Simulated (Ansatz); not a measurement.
Start from `[NH2][Zn][OH]` and change one atom or group to get `[NH2][Zn][SH]`.

Ansatz, PBE0-D4/def2-TZVP geometries, multiplicity 1. Each molecule was computed in one conformer, which needn't be the lowest.

Outer-core shells of Zn are correlated without core-valence functions. Scalar relativity is left out up to krypton.

```
                                            property  `[NH2][Zn][OH]`
                   LUMO energy (PBE/def2-TZVPP) / eV            -1.51
      size of the dipole moment (PBE/def2-TZVPP) / D             2.34
                 LUMO energy (B3LYP/def2-TZVPP) / eV            -1.02
vertical ionisation energy (CCSD(T)/def2-TZVPP) / eV             9.53
                   HOMO energy (PBE/def2-TZVPP) / eV            -5.74
      zero-point energy (PBE0-D4/def2-TZVP) / kJ/mol             99.1
```

Task: Give the same properties after the change, and the shifts. (Best estimate.)

Result: The calculation gave: 
```json
{"property": "LUMO energy (PBE/def2-TZVPP) / eV", "`[NH2][Zn][SH]`": "-1.44", "shift": "0.07"}
{"property": "size of the dipole moment (PBE/def2-TZVPP) / D", "`[NH2][Zn][SH]`": "2.00", "shift": "-0.34"}
{"property": "LUMO energy (B3LYP/def2-TZVPP) / eV", "`[NH2][Zn][SH]`": "-0.94", "shift": "0.08"}
{"property": "vertical ionisation energy (CCSD(T)/def2-TZVPP) / eV", "`[NH2][Zn][SH]`": "9.38", "shift": "-0.15"}
{"property": "HOMO energy (PBE/def2-TZVPP) / eV", "`[NH2][Zn][SH]`": "-5.76", "shift": "-0.02"}
{"property": "zero-point energy (PBE0-D4/def2-TZVP) / kJ/mol", "`[NH2][Zn][SH]`": "88.5", "shift": "-10.6"}
```

Dipoles are sizes alone; their direction can turn.

B3LYP here is the variant with VWN-RPA as its local correlation; programs differ in this.
